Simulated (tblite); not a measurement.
Species: C7H9BF2.
SMILES with atom numbers: `[F:1][B:2]([C:3]1=[CH:4][CH2:5][C@H:6]1[F:7])[CH:8]1[CH2:9][CH2:10]1` (hydrogens: H11 on C4; H12, H13 on C5; H14 on C6; H15 on C8; H16, H17 on C9; H18, H19 on C10)

Computed with GFN2-xTB (tblite), gas phase: L-BFGS steps from a force-field or distance-geometry start until the largest atomic force falls under 0.01 eV/Å.

Step 16: E = -822.9775 eV
```
atom  x, y, z in Å  |  force x, y, z in eV/Å
F1      0.8757    0.0263   -2.0305   -0.013  -0.032  -0.041
B2      0.4481   -0.1484   -0.7822    0.036  -0.116   0.072
C3     -1.0713   -0.0887   -0.5108    0.014   0.042  -0.094
C4     -2.1643    0.1834   -1.2473   -0.071   0.135  -0.037
C5     -3.1214    0.2040   -0.0975   -0.038  -0.036  -0.062
C6     -1.8848   -0.1250    0.7740    0.044   0.034  -0.104
F7     -1.9347   -1.3514    1.3866   -0.021   0.023   0.083
C8      1.4780   -0.2471    0.3700    0.037   0.070   0.112
C9      2.6255    0.7564    0.3506    0.147  -0.089   0.005
C10     2.9135   -0.6953    0.1891    0.023   0.108  -0.048
H11    -2.3292    0.3845   -2.2893    0.049  -0.019  -0.055
H12    -3.5855    1.1707    0.0885   -0.005   0.037   0.092
H13    -3.8926   -0.5605   -0.1082   -0.006  -0.126   0.049
H14    -1.6094    0.6089    1.5354   -0.050  -0.010   0.056
H15     1.0959   -0.4640    1.3595   -0.124   0.044   0.032
H16     2.6871    1.3963   -0.5221    0.069  -0.117   0.112
H17     2.8971    1.2523    1.2751   -0.080  -0.098  -0.098
H18     3.3385   -1.2287    1.0318    0.044   0.077  -0.183
H19     3.2240   -1.0647   -0.7800   -0.057   0.071   0.109
```

Step 17: E = -822.9858 eV
```
atom  x, y, z in Å  |  force x, y, z in eV/Å
F1      0.8712   -0.0164   -2.0375   -0.002  -0.015  -0.010
B2      0.4482   -0.1509   -0.7821    0.038  -0.102   0.042
C3     -1.0709   -0.0840   -0.5113    0.011   0.018  -0.056
C4     -2.1629    0.1881   -1.2487   -0.097   0.151  -0.025
C5     -3.1226    0.2030   -0.1025   -0.040  -0.068   0.058
C6     -1.8874   -0.1239    0.7722    0.071   0.057  -0.083
F7     -1.9307   -1.3501    1.3897   -0.031   0.088   0.043
C8      1.4781   -0.2323    0.3718    0.049   0.011   0.073
C9      2.6383    0.7575    0.3552    0.039  -0.065   0.034
C10     2.9097   -0.6949    0.1849    0.033   0.133  -0.040
H11    -2.3279    0.3940   -2.2884    0.053  -0.009  -0.101
H12    -3.5974    1.1633    0.0950    0.022   0.018   0.046
H13    -3.8838   -0.5700   -0.1061   -0.050  -0.142  -0.002
H14    -1.6214    0.6160    1.5316   -0.027  -0.035   0.057
H15     1.0891   -0.4509    1.3593   -0.073   0.065   0.015
H16     2.7023    1.4059   -0.5112    0.079  -0.126   0.124
H17     2.9078    1.2385    1.2872   -0.051  -0.053  -0.097
H18     3.3342   -1.2341    1.0247    0.039   0.062  -0.218
H19     3.2162   -1.0493   -0.7913   -0.064   0.014   0.141
```

Step 18: E = -822.9928 eV
```
atom  x, y, z in Å  |  force x, y, z in eV/Å
F1      0.8669   -0.0556   -2.0436    0.014  -0.007   0.037
B2      0.4493   -0.1552   -0.7821    0.016  -0.062   0.003
C3     -1.0706   -0.0792   -0.5132   -0.009   0.006  -0.019
C4     -2.1629    0.1949   -1.2500   -0.082   0.122  -0.013
C5     -3.1248    0.2009   -0.1058   -0.030  -0.074   0.130
C6     -1.8885   -0.1220    0.7695    0.058   0.062  -0.038
F7     -1.9277   -1.3473    1.3929   -0.027   0.131   0.004
C8      1.4788   -0.2188    0.3744    0.029  -0.045   0.011
C9      2.6504    0.7575    0.3601   -0.078  -0.011   0.051
C10     2.9071   -0.6922    0.1806    0.020   0.093  -0.014
H11    -2.3256    0.4024   -2.2891    0.044   0.006  -0.120
H12    -3.6075    1.1567    0.1017    0.035  -0.019   0.010
H13    -3.8770   -0.5814   -0.1045   -0.055  -0.119  -0.041
H14    -1.6325    0.6220    1.5293    0.000  -0.051   0.040
H15     1.0818   -0.4378    1.3597   -0.019   0.078   0.001
H16     2.7175    1.4123   -0.4990    0.084  -0.090   0.080
H17     2.9168    1.2253    1.2966   -0.007   0.009  -0.034
H18     3.3309   -1.2379    1.0142    0.061   0.017  -0.180
H19     3.2079   -1.0354   -0.7991   -0.053  -0.045   0.092
```

Question: Estimate the geometry and energy of step 19. (The exact step hangs on the optimiser's Hessian estimate; all steps are aligned on step 18, rigid shifts and turns removed.)

Answer: E = -822.9976 eV, largest force 0.151 eV/Å
```
atom  x, y, z in Å  |  force x, y, z in eV/Å
F1      0.8642   -0.0840   -2.0474    0.026  -0.004   0.071
B2      0.4504   -0.1595   -0.7822   -0.018  -0.021  -0.028
C3     -1.0708   -0.0754   -0.5153   -0.031   0.013  -0.002
C4     -2.1643    0.2019   -1.2508   -0.046   0.067  -0.009
C5     -3.1272    0.1980   -0.1060   -0.013  -0.052   0.110
C6     -1.8882   -0.1194    0.7672    0.020   0.047   0.005
F7     -1.9259   -1.3429    1.3954   -0.013   0.123  -0.011
C8      1.4794   -0.2101    0.3761   -0.009  -0.071  -0.033
C9      2.6575    0.7576    0.3646   -0.138   0.036   0.051
C10     2.9057   -0.6883    0.1773   -0.004   0.022   0.010
H11    -2.3232    0.4086   -2.2913    0.029   0.014  -0.089
H12    -3.6140    1.1515    0.1061    0.028  -0.050  -0.002
H13    -3.8734   -0.5918   -0.1045   -0.030  -0.075  -0.054
H14    -1.6400    0.6255    1.5288    0.024  -0.041   0.022
H15     1.0767   -0.4271    1.3600    0.016   0.073  -0.003
H16     2.7299    1.4156   -0.4885    0.078  -0.032   0.013
H17     2.9233    1.2164    1.3028    0.022   0.057   0.041
H18     3.3291   -1.2406    1.0031    0.091  -0.030  -0.100
H19     3.2011   -1.0267   -0.8029   -0.035  -0.077   0.007
```

The energy changes by -0.0048 eV. The first-order estimate −F·Δx gives -0.0069 eV and the mean of the old and new forces, exact on a quadratic surface, -0.0048 eV. The step makes an angle of 72° with the force vector and moves no atom by more than 0.029 Å.

The cost below is that of the whole relaxation. The run took 1.1 s on Arm Neoverse N1, one thread, no GPU (shared host).
